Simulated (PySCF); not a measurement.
Species: C₅H₆N₂Si.
SMILES with atom numbers: `[N:1]#[C:2][c:3]1[cH:4][cH:5][cH:6][n:7]1[SiH3:8]` (hydrogens: H9 on C4; H10 on C5; H11 on C6; H12, H13, H14 on Si8)

The same species was optimised twice, with GFN2-xTB and with PBE0-D3(BJ)/def2-SVP (PySCF), and the same property calculations (PySCF, gas phase) were run on both structures.

```csv
coordinate,GFN2-xTB,PBE0-D3(BJ)/def2-SVP,change
N7–Si8 (Å),1.760,1.789,+0.029
C2–C3 (Å),1.396,1.416,+0.020
N1≡C2 (Å),1.150,1.162,+0.012
C5–C6 (Å),1.368,1.380,+0.012
C6–N7 (Å),1.360,1.370,+0.010
C4–C5 (Å),1.405,1.413,+0.008
C3–N7 (Å),1.379,1.387,+0.008
C3–C4 (Å),1.380,1.386,+0.006
C6–N7–Si8 (°),128.2,126.4,-1.8
C3–N7–Si8 (°),124.8,126.1,+1.3
C2–C3–C4 (°),128.8,130.0,+1.2
C2–C3–N7 (°),122.0,121.0,-1.0
N1–C2–C3 (°),179.5,178.7,-0.8
C5–C6–N7 (°),110.1,109.6,-0.5
C3–N7–C6 (°),107.0,107.5,+0.5
C4–C3–N7 (°),109.2,108.9,-0.3
```

Rotational constants: A = 2199, B = 1953, C = 1047 MHz (GFN2-xTB) against A = 2162, B = 1907, C = 1026 MHz (PBE0-D3(BJ)/def2-SVP). Point groups within 0.08 Å: Cs and Cs. Atoms that the bonding makes alike are paired by their places after alignment.

On the GFN2-xTB structure: HOMO (eV) -6.89 [PBE0/pcSseg-1]; LUMO (eV) -0.89 [PBE0/pcSseg-1]; dipole (D) 4.30 [PBE0/pcSseg-1]; GIAO shielding of N1 (ppm) -58.5 [PBE0/pcSseg-1]; GIAO shielding of C2 (ppm) 67.2 [PBE0/pcSseg-1]; GIAO shielding of C3 (ppm) 74.4 [PBE0/pcSseg-1]; GIAO shielding of C4 (ppm) 53.6 [PBE0/pcSseg-1]; GIAO shielding of C5 (ppm) 68.9 [PBE0/pcSseg-1]; GIAO shielding of C6 (ppm) 52.1 [PBE0/pcSseg-1]; GIAO shielding of N7 (ppm) 92.4 [PBE0/pcSseg-1]; GIAO shielding of Si8 (ppm) 397.1 [PBE0/pcSseg-1].

What do these properties become on the PBE0-D3(BJ)/def2-SVP structure?

| property | level | on GFN2-xTB | on PBE0-D3(BJ)/def2-SVP | change |
| --- | --- | --- | --- | --- |
| HOMO (eV) | PBE0/pcSseg-1 | -6.89 | -6.91 | -0.02 |
| LUMO (eV) | PBE0/pcSseg-1 | -0.89 | -0.96 | -0.07 |
| dipole (D) | PBE0/pcSseg-1 | 4.30 | 4.28 | -0.02 |
| energy, GFN2-xTB geometry as zero (kcal/mol) | PBE0/pcSseg-1 | 0.0 | -1.2 | -1.2 |
| GIAO shielding of N1 (ppm) | PBE0/pcSseg-1 | -58.5 | -63.3 | -4.8 |
| GIAO shielding of C2 (ppm) | PBE0/pcSseg-1 | 67.2 | 65.0 | -2.2 |
| GIAO shielding of C3 (ppm) | PBE0/pcSseg-1 | 74.4 | 71.8 | -2.6 |
| GIAO shielding of C4 (ppm) | PBE0/pcSseg-1 | 53.6 | 53.7 | +0.1 |
| GIAO shielding of C5 (ppm) | PBE0/pcSseg-1 | 68.9 | 66.7 | -2.2 |
| GIAO shielding of C6 (ppm) | PBE0/pcSseg-1 | 52.1 | 48.9 | -3.2 |
| GIAO shielding of N7 (ppm) | PBE0/pcSseg-1 | 92.4 | 87.0 | -5.4 |
| GIAO shielding of Si8 (ppm) | PBE0/pcSseg-1 | 397.1 | 393.8 | -3.3 |

The heavy atoms differ by 0.026 Å rms after alignment. Among bonds between heavy atoms N7–Si8 changes most (+0.029 Å). Changes are differences of the printed values. Neither structure is proved a minimum here.
